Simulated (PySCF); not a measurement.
Compound: C₂H₄GeN₂Se.
Bonds: Ge1–C2, C2–N3 (aromatic), N3–C4 (aromatic), C4–Se5 (aromatic), Se5–N6 (aromatic), C2–N6 (aromatic). Hydrogens: H7, H8, H9 on Ge1; H10 on C4.

Computed by this run: PBE0-D3(BJ)/def2-SVP geometry optimisation, gas phase (PySCF 2.14.0); density fitting, grid level 1; the optimiser is geomeTRIC in internal coordinates, started from a GFN2-xTB structure with every atom displaced at random (about 0.01 Å).

Step 8: E = -126946.5558 eV
```
atom  x, y, z in Å  |  force x, y, z in eV/Å
Ge1     1.4813   -0.0402   -0.4521    0.020  -0.046   0.003
C2     -0.4422   -0.3991   -0.3298   -0.069   0.187  -0.017
N3     -1.3205    0.6655   -0.3721    0.170  -0.013   0.000
C4     -2.5463    0.2652   -0.3119   -0.173  -0.127   0.003
Se5    -2.6887   -1.5890   -0.1940    0.039   0.050   0.008
N6     -0.8764   -1.6247   -0.2411   -0.003  -0.115   0.003
H7      1.8220    0.2803   -1.9172   -0.001  -0.003   0.002
H8      1.8155    1.1742    0.4256   -0.001   0.002   0.018
H9      2.2479   -1.2860    0.0145   -0.012   0.029  -0.016
H10    -3.4118    0.9340   -0.3272    0.030   0.036  -0.005
```

Step 9: E = -126946.5578 eV
```
atom  x, y, z in Å  |  force x, y, z in eV/Å
Ge1     1.4809   -0.0422   -0.4544    0.009  -0.033   0.001
C2     -0.4401   -0.4058   -0.3146   -0.114   0.239  -0.054
N3     -1.3180    0.6543   -0.4443    0.193  -0.034   0.003
C4     -2.5444    0.2616   -0.3560   -0.167  -0.114   0.027
Se5    -2.6900   -1.5764   -0.0876    0.048   0.042  -0.003
N6     -0.8772   -1.6187   -0.1293    0.000  -0.146   0.027
H7      1.7854    0.3986   -1.8953    0.001  -0.008  -0.007
H8      1.8367    1.0995    0.5086    0.003   0.002   0.023
H9      2.2567   -1.3189   -0.1051   -0.008   0.017  -0.008
H10    -3.4091    0.9281   -0.4274    0.035   0.034  -0.009
```

**Question.** Estimate the geometry and energy of step 10. (The exact step hangs on the optimiser's Hessian estimate; all steps are aligned on step 9, rigid shifts and turns removed.)

**Answer.** E = -126946.5595 eV, largest force 0.194 eV/Å
```
atom  x, y, z in Å  |  force x, y, z in eV/Å
Ge1     1.4803   -0.0431   -0.4573   -0.004  -0.004   0.001
C2     -0.4405   -0.4043   -0.3101   -0.090   0.165  -0.048
N3     -1.3192    0.6440   -0.4990    0.109  -0.045   0.011
C4     -2.5465    0.2545   -0.3844   -0.072  -0.043   0.011
Se5    -2.6865   -1.5630   -0.0093    0.021   0.015   0.000
N6     -0.8741   -1.6064   -0.0524    0.007  -0.087   0.023
H7      1.7672    0.4785   -1.8740    0.002  -0.004  -0.011
H8      1.8541    1.0396    0.5665    0.005  -0.001   0.013
H9      2.2548   -1.3384   -0.1900    0.001  -0.005   0.003
H10    -3.4088    0.9188   -0.4953    0.020   0.011  -0.003
```

The energy changes by -0.0017 eV. The first-order estimate −F·Δx gives -0.0024 eV and the mean of the old and new forces, exact on a quadratic surface, -0.0018 eV. The step makes an angle of 88° with the force vector and moves no atom by more than 0.087 Å.

What follows is the cost of the whole optimisation. Hardware: AMD EPYC 9R45, one thread (shared host). Cost: 73 s of wall time, 0.59 GiB resident at most.
